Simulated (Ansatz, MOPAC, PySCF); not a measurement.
Molecule: hydrogen selenide, H2Se, net charge 0, singlet state. SMILES: [SeH2]
Coordinates optimised at B3LYP-D3(BJ)/def2-TZVP (Ansatz, a first-principles code):
```
Se
H 1 1.4704
H 1 1.4704 2 91.29
```

Unscaled harmonic wavenumbers (cm⁻¹) in rising order, each level at the stationary point that it reaches from this structure (no distance between atoms moves by over 0.3 Å); the order of modes can differ between levels, and a negative number is imaginary. B3LYP-D3(BJ)/def2-TZVP (PySCF, at the structure above): 1065, 2412, 2424.

AM1 (MOPAC): 1051, 1873, 1901. Zero-point energy 6.9 against 8.4 kcal/mol; where all levels lie over 400 cm⁻¹, the wavenumbers are on average 0.849 times those of B3LYP-D3(BJ)/def2-TZVP.

PM6 (MOPAC): 1066, 2503, 2505. Zero-point energy 8.7 against 8.4 kcal/mol; where all levels lie over 400 cm⁻¹, the wavenumbers are on average 1.024 times those of B3LYP-D3(BJ)/def2-TZVP.

PM7 (MOPAC): 1003, 2309, 2330. Zero-point energy 8.1 against 8.4 kcal/mol; where all levels lie over 400 cm⁻¹, the wavenumbers are on average 0.953 times those of B3LYP-D3(BJ)/def2-TZVP.

HF/6-31G* with LANL2DZ past Ar (Ansatz): 1183, 2425, 2480. Zero-point energy 8.7 against 8.4 kcal/mol; where all levels lie over 400 cm⁻¹, the wavenumbers are on average 1.047 times those of B3LYP-D3(BJ)/def2-TZVP.
